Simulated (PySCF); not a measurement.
## Spinor energies of Ga⁺ (gallium, charge +1)

Start: [Ar] 3d9 4s2 4p1; 3d3/2 filled at m_j = -3/2, -1/2, +1/2, +3/2; 3d5/2 filled at m_j = -3/2, -1/2, +1/2, +3/2, +5/2; 4p3/2 filled at m_j = +3/2. Calculated with PySCF 2.14 in x2c-TZVPall-2c with one added diffuse shell each of s, p, d type (7s8p5d1f, 63 functions): generalised Hartree-Fock with the X2C-1e Hamiltonian and a Gaussian nucleus; one run each with spin-orbit coupling (SO) switched off, then screened by Boettger's factors. This is a chosen level, not necessarily the ground level.

```csv
spinor shell,electrons,"ε, spin-free (eV)","ε, screened SO (eV)",weight of nominal j (screened SO),"rms radius, screened SO (bohr)"
1s1/2,2,-10462.3,-10462.1,1.000,0.0560
2s1/2,2,-1363.0,-1362.9,1.000,0.235
2p1/2,2,-1184.6,-1203.9,0.999,0.209
2p3/2,4,-1184.6,-1175.3,1.000,0.212
3s1/2,2,-198.44,-198.46,1.000,0.692
3p1/2,2,-141.87,-145.79,0.959,0.721
3d3/2,4,-50.962,-51.770,0.836,0.839
3d5/2,5,-50.962,-50.393,0.869,0.848
4s1/2,2,-22.730,-22.746,0.999,2.30
4p3/2,1,-15.366,-15.296,1.000,2.84
```

(1) Where does 3p3/2 lie, and what is the 3p spin-orbit splitting (screened SO)?

```
   quantity    spin-free  screened SO
E (hartree)  -1941.22014  -1941.28749
        M_J            4            4
       ⟨J²⟩       20.017       20.016
       ⟨L²⟩       12.013       12.015
       ⟨S²⟩        2.003        2.005
```

Each row is a mean over spinors that exchange with the open shell spreads, by up to 8.944 eV (3p3/2).

Rows whose weight is well below 1 are mixtures of j = l ± 1/2: exchange outweighs spin-orbit coupling there, and the label is only the starting occupation.

Without spin-orbit coupling the j labels of p, d and f shells carry no meaning; the spin-free column gives the mean over the occupied spinors of each nl shell.

## Answers

(1) At -139.99 eV, 5.805 eV above 3p1/2.
